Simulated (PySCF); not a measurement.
## Calculated data, AlF2H2N, AlBH2NO, Al2H4NO, Al2H3N2 and others

Calculation on a computer-drawn molecule: the log of a Hartree-Fock and frozen-core CCSD(T) single point meant for a local Hartree-Fock minimum, with one planted fault or none, to be diagnosed. Offsets are logged minus clean, where the clean run is the same molecule without the fault. The reference is restricted for singlets and unrestricted otherwise, and also for a bond in bohr or an excited solution. Adding or removing an electron swaps singlet and doublet. The excited solution moves the top pair (singlet) or top alpha electron (doublet) to the lowest empty orbital. Highest occupied and lowest empty are orbital energies over both spins, largest force is the largest gradient component, triples share is (T) over the correlation energy, the T1 limit is 0.02 restricted and 0.045 unrestricted, electrons count all cores, a negative frequency is imaginary (commonest isotopes), and the dipole is about the centre of nuclear charge. Program: PySCF 2.14.0.

Common to all runs: meant basis cc-pV(D+d)Z; logged SCF converged yes; logged CC converged yes; logged SCF stable within its kind yes; possible faults no fault, one electron removed, one electron added, multiplicity raised by two, geometry at a saddle point, SCF held on an excited solution, minimal basis STO-3G, one bond length entered in bohr, all coordinates scaled.

(1) AlF2H2N

Logged structure:
```xyz
6
AlF2H2N
N      2.6141    -1.9661    -1.6100
Al     1.7898    -3.1299    -0.6164
F      2.0779    -3.2155     0.9991
F      0.7011    -4.1745    -1.2672
H      3.2862    -1.3023    -1.2757
H      2.4829    -1.8631    -2.5981
```

```
meant charge                         : 0
meant multiplicity                   : 1
logged electrons                     : 41
logged basis functions               : 75
logged spin squared                  : 0.7591
logged highest occupied              : 2.0589 eV
logged lowest empty                  : 7.6714 eV
logged largest force                 : 0.030114 hartree/bohr
logged T1 diagnostic                 : 0.016317
logged D1 diagnostic                 : 0.062873
logged triples share                 : 0.01906
logged dipole magnitude              : 2.1737 debye
logged energy HF                     : -496.53407 hartree
logged energy CCSD(T)                : -497.18247 hartree
planted fault                        : one electron added
HF energy offset from clean run      : 54.08 kcal/mol
CCSD(T) energy offset from clean run : 43.98 kcal/mol
```

Drawn bonds:
```
atom  other atom  order
   1           2      1
   2           3      1
   2           4      1
   1           5      1
   1           6      1
```

Notes: highest electron not bound in this basis.

(2) AlBH2NO

Logged structure:
```xyz
6
AlBH2NO
N      1.6409    -0.8608    -3.1024
Al     1.2978    -1.7574    -1.6256
B      0.7543    -0.5558     0.0711
O      0.4496     0.0743     1.0329
H      1.6007     0.1381    -3.1996
H      1.9075    -1.2703    -3.9787
```

```
meant charge                         : 0
meant multiplicity                   : 2
logged electrons                     : 34
logged basis functions               : 75
logged spin squared                  : 0
logged highest occupied              : -17.067 eV
logged lowest empty                  : -7.5242 eV
logged largest force                 : 0.060406 hartree/bohr
logged T1 diagnostic                 : 0.024301
logged D1 diagnostic                 : 0.062968
logged triples share                 : 0.034853
logged dipole magnitude              : 8.9186 debye
logged energy HF                     : -396.85293 hartree
logged energy CCSD(T)                : -397.36727 hartree
planted fault                        : one electron removed
HF energy offset from clean run      : 189.1 kcal/mol
CCSD(T) energy offset from clean run : 186.1 kcal/mol
```

Drawn bonds:
```
atom  other atom  order
   1           2      1
   2           3      1
   3           4      2
   1           5      1
   1           6      1
```

Notes: T1 above single-reference limit.

(3) Al2H4NO

Logged structure:
```xyz
8
Al2H4NO
N      1.7195    -1.9837    -1.0818
Al     1.0422    -0.5469    -0.3042
O     -0.0098    -0.7449     1.0011
Al    -1.0610    -0.8744     2.3027
H      2.3505    -1.9698    -1.8608
H      1.5325    -2.9328    -0.8130
H     -0.4765    -0.9010     3.7681
H     -2.6133    -0.9694     2.0356
```

```
meant charge                         : 0
meant multiplicity                   : 2
logged electrons                     : 45
logged basis functions               : 94
logged spin squared                  : 3.7596
logged highest occupied              : -4.357 eV
logged lowest empty                  : -0.27677 eV
logged largest force                 : 0.10481 hartree/bohr
logged T1 diagnostic                 : 0.01698
logged D1 diagnostic                 : 0.065605
logged triples share                 : 0.021259
logged dipole magnitude              : 6.6188 debye
logged energy HF                     : -615.44719 hartree
logged energy CCSD(T)                : -615.91628 hartree
planted fault                        : multiplicity raised by two
HF energy offset from clean run      : 100 kcal/mol
CCSD(T) energy offset from clean run : 124 kcal/mol
```

Drawn bonds:
```
atom  other atom  order
   1           2      1
   2           3      1
   3           4      1
   1           5      1
   1           6      1
   4           7      1
   4           8      1
```

(4) Al2H3N2

Logged structure:
```xyz
7
Al2H3N2
N      2.9996     1.0650     0.8855
Al     1.7601     0.6892    -0.0205
Al    -0.2390     0.0847    -1.4821
N     -1.5815    -0.3211    -2.4635
H      3.7787     1.3007     1.4551
H     -1.5321    -0.7195    -3.3884
H     -2.5501    -0.2004    -2.2106
```

```
meant charge                         : 1
meant multiplicity                   : 1
logged electrons                     : 42
logged basis functions               : 31
logged spin squared                  : 0
logged highest occupied              : -9.5954 eV
logged lowest empty                  : -0.11408 eV
logged largest force                 : 0.092346 hartree/bohr
logged T1 diagnostic                 : 0.03756
logged D1 diagnostic                 : 0.10363
logged triples share                 : 0.067495
logged dipole magnitude              : 5.8179 debye
logged energy HF                     : -587.02117 hartree
logged energy CCSD(T)                : -587.25855 hartree
planted fault                        : minimal basis STO-3G
HF energy offset from clean run      : 4514 kcal/mol
CCSD(T) energy offset from clean run : 4675 kcal/mol
```

Drawn bonds:
```
atom  other atom  order
   1           2      2
   2           3      1
   3           4      1
   1           5      1
   4           6      1
   4           7      1
```

Notes: T1 above single-reference limit.

(5) Al2FH2N

Logged structure:
```xyz
6
Al2FH2N
N     -3.0568    -2.4477    -0.6742
Al    -1.6545    -2.1776    -1.3279
Al     0.6420    -1.7193    -2.2735
F      0.7652    -1.8344    -3.8881
H     -3.9358    -2.6211    -0.2941
H      1.9076    -1.3495    -1.4814
```

```
meant charge                         : 0
meant multiplicity                   : 1
logged electrons                     : 44
logged basis functions               : 84
logged spin squared                  : 0
logged highest occupied              : -9.1425 eV
logged lowest empty                  : 0.0010081 eV
logged largest force                 : 0.021609 hartree/bohr
logged T1 diagnostic                 : 0.025767
logged D1 diagnostic                 : 0.077458
logged triples share                 : 0.030381
logged dipole magnitude              : 2.7053 debye
logged energy HF                     : -638.92302 hartree
logged energy CCSD(T)                : -639.43921 hartree
planted fault                        : all coordinates scaled, by -1.8 %
HF energy offset from clean run      : 1.44 kcal/mol
CCSD(T) energy offset from clean run : 3.471 kcal/mol
```

Drawn bonds:
```
atom  other atom  order
   1           2      2
   2           3      1
   3           4      1
   1           5      1
   3           6      1
```

Notes: T1 above single-reference limit.
